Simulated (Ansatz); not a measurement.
C2H2BF, SMILES `FB1C=C1`. Charge 0, multiplicity 1. The geometry is a stationary point of PBE0-D4/def2-TZVP.

```xyz
6

F     0.856   -1.836    0.882
B     0.346   -0.742    0.356
C     0.194    0.224   -0.732
C    -0.507    0.446    0.410
H     0.312    0.714   -1.691
H    -1.201    1.193    0.774
```

Task: What is the dipole moment at r2SCAN/def2-TZVPP? (An estimate is asked.)

Result: Ansatz gave: 1.91 D, with components (-0.74, 1.59, -0.76) D in this frame, pointing from negative to positive charge.

Task: And with PBE, B3LYP, ωB97M-V? (Best estimate.)

Result: Computed: PBE 1.86 D, B3LYP 1.96 D, ωB97M-V 1.96 D.

Task: Give the Mulliken charges with r2SCAN, ωB97M-V, PBE in def2-TZVPP. (Estimate.)

Result: Computed: 
| atom | r2SCAN | ωB97M-V | PBE |
| --- | --- | --- | --- |
| F1 | -0.30 | -0.28 | -0.23 |
| B2 | 0.28 | 0.20 | 0.17 |
| C3 | -0.09 | -0.10 | -0.09 |
| C4 | -0.09 | -0.10 | -0.09 |
| H5 | 0.10 | 0.14 | 0.12 |
| H6 | 0.10 | 0.14 | 0.12 |

B3LYP here is the variant with VWN-RPA as its local correlation; programs differ in this.
